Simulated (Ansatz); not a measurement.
A run for Ansatz (a first-principles code): R-wB97M-V/def2-TZVPP on H3ISi2 (SMILES [SiH3][Si]I), a point of a torsion scan. Elements past Kr take the def2 small-core potentials; no spin–orbit coupling.

Ansatz 0.2 input:
```yaml
crystal:
  periodic: [false, false, false]
  atoms:
    - {symbol: Si, position_ang: [-0.73467497, -0.02961048, 0.11060558]}
    - {symbol: Si, position_ang: [1.18406673, 1.22763927, -0.12374281]}
    - {symbol: I, position_ang: [2.21383809, 1.39712835, 2.18633268]}
    - {symbol: H, position_ang: [-1.30307031, -0.63806670, 1.31805299]}
    - {symbol: H, position_ang: [-1.78670145, 0.84398049, -0.44028361]}
    - {symbol: H, position_ang: [-0.54267578, -1.13109270, -0.85028394]}
basis:
  gaussian:
    orbitals: def2-TZVPP
hamiltonian:
  xc: {name: wB97M-V}
scf: {lower_state_search: off}
```

Output:

```
WARN ansatz: RAYON_NUM_THREADS=1 ignored (pool sized by the plan → 1); use --threads N
Functional definition: wB97M-V
these checks for a lower state are left out or cut short: stability, starts, cluster_reference, orbital_swaps, neighbouring_geometries, increment
integrals: 0.14 GiB planned
1148 factors; their error is unknown
integrals: 0.17 GiB planned
238 factors; integrals over basis functions are off by at most 6.7e-5 eV
mean field: 1.05 GiB planned
mean field evaluation 1: about -23902.2386 eV, gradient 1.3e1 eV
mean field evaluation 2: about -23902.6950 eV, gradient 1.0e1 eV
mean field evaluation 4: about -23902.9633 eV, gradient 7.4e-1 eV
mean field evaluation 8: about -23903.1388 eV, gradient 4.2e-1 eV
mean field evaluation 16: about -23903.1390 eV, gradient 8.2e-5 eV
mean field -23903.13896049 eV, -878.4241546685 hartree, gradient 6.0e-6 eV, S^2 0.000000; 0 other end points of the search recorded, 0 dependent functions left out
reference -23903.13900795 eV, -878.4241564126 hartree; 28, 28 occupied and 148, 148 virtual orbitals, 1148 factors
Total energy: -23903.13900795 eV, -878.4241564126 hartree
Checks for a lower state left out: stability, starts, cluster_reference, orbital_swaps, neighbouring_geometries, increment
```

Self-consistency was reached.

Cost: about 11 core-seconds (a rough figure).
